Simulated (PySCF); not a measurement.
Compound: InH2Et, C2H7In.
Bonds: In1–C4, C4–C5. Hydrogens: H2, H3 on In1; H6, H7 on C4; H8, H9, H10 on C5.

Method: PBE0-D3(BJ)/def2-SVP geometry optimisation, gas phase, def2 core potentials past Kr (PySCF).

Question: What internal coordinates does the optimisation give?

Answer: 
```
                bond  length (Å)
      In1–H2, In1–H3       1.742
              In1–C4       2.184
               C4–C5       1.527
        C4–H6, C4–H7       1.102
C5–H8, C5–H9, C5–H10       1.103
```

Bonds in one row agree within 0.01 Å and their mean is given. A selection of angles:
```
    angle  degrees
H2–In1–H3    118.7
H2–In1–C4    120.5
H3–In1–C4    120.8
In1–C4–C5    112.9
In1–C4–H6    107.9
 C5–C4–H6    110.6
 H6–C4–H7    107.0
 C4–C5–H8    111.7
 H8–C5–H9    106.6
```

In1 (indium bonded to C and 2 H) is planar (angles 120.8°, 120.5° and 118.7°, sum 360.0°, 0.02 Å off the plane of its three neighbours).

Point group: near Cs, missed by 0.11 Å at most; the miss may be what the optimiser left on a soft mode. Whether it is a minimum is left open (no frequencies). The numbers are those of one conformer (H–In1–C4–C5 -86° and 92°).
